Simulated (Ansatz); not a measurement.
Computed with Ansatz on PBE0-D4/def2-TZVP structures; ΔE is electronic, products minus reactants. CBS: MP2 limit from def2 TZ/QZ plus the TZ coupled-cluster correction, frozen cores. This one scheme is used for every species. Functionals use def2-TZVPP. One conformer a species, not always the lowest.

`[BH2][AlH][CH3]` + `OCBF` → `COCBF` + `[BH2][AlH2]`  (substitution at a C–Al bond)

```tsv
species	PBE0-D4 energy (Eh)
`[BH2][AlH][CH3]`	-308.76191
`OCBF`	-240.31094
`COCBF`	-279.57439
`[BH2][AlH2]`	-269.46448
```

(1) Work out ΔE.

Largest T1 diagnostic among the species: 0.012.

Answers

(1) ΔE = (-279.57439) + (-269.46448) − (-308.76191) − (-240.31094) = 0.03398 Eh = +21.3 kcal/mol. CCSD(T)/CBS gives +21.6 kcal/mol.

In def2-TZVPP, CCSD(T) changes the Hartree–Fock value by +3.1 kcal/mol (the triples alone add +0.2 kcal/mol) and MP2 by +4.6 kcal/mol.
